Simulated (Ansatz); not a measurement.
Born–Oppenheimer molecular dynamics of CH₄BClO (8 atoms, charge 0, multiplicity 1). It goes on from the last frame of an earlier run, with new velocities.

Theory: Ansatz 0.2.0, RKS PBE-D4/STO-3G.

- ensemble: NVT, Langevin thermostat
- time step: 0.5 fs
- steps asked: 166
- set temperature: 1000 K
- friction: 0.02 /fs
- seed: 704616

First frame:

```xyz
8
Properties=species:S:1:pos:R:3
B -0.014 -0.071 0.020
O 0.036 -0.242 1.375
H -0.911 -0.150 1.742
Cl 1.586 0.121 -0.860
C -1.359 0.014 -0.794
H -2.016 -0.844 -0.449
H -1.945 0.921 -0.638
H -1.190 -0.080 -1.868
```

(1) How far do the bonds stretch over the last three quarters of this one trajectory? (Pairs bonded in most of those frames.)

Results:

(1) 
| bond | mean (Å) | spread (Å) | shortest | longest |
| --- | --- | --- | --- | --- |
| B1–O2 | 1.372 | 0.056 | 1.27 | 1.46 |
| B1–Cl4 | 1.785 | 0.027 | 1.75 | 1.84 |
| B1–C5 | 1.583 | 0.054 | 1.49 | 1.71 |
| O2–H3 | 1.033 | 0.030 | 0.98 | 1.10 |
| C5–H6 | 1.113 | 0.034 | 1.05 | 1.19 |
| C5–H7 | 1.112 | 0.028 | 1.06 | 1.17 |
| C5–H8 | 1.124 | 0.051 | 1.02 | 1.21 |

Mean temperature of the second half: 712 K. The mean temperature of the second half is 29 % below the set value. A run of 0.083 ps of so small a system gives no equilibrium averages. Limits of this set-up: minimal basis.

Run time: 99 s on 1 thread of Intel(R) Xeon(R) 6975P-C (Granite Rapids) (shared host), peak memory 0.093 GiB.
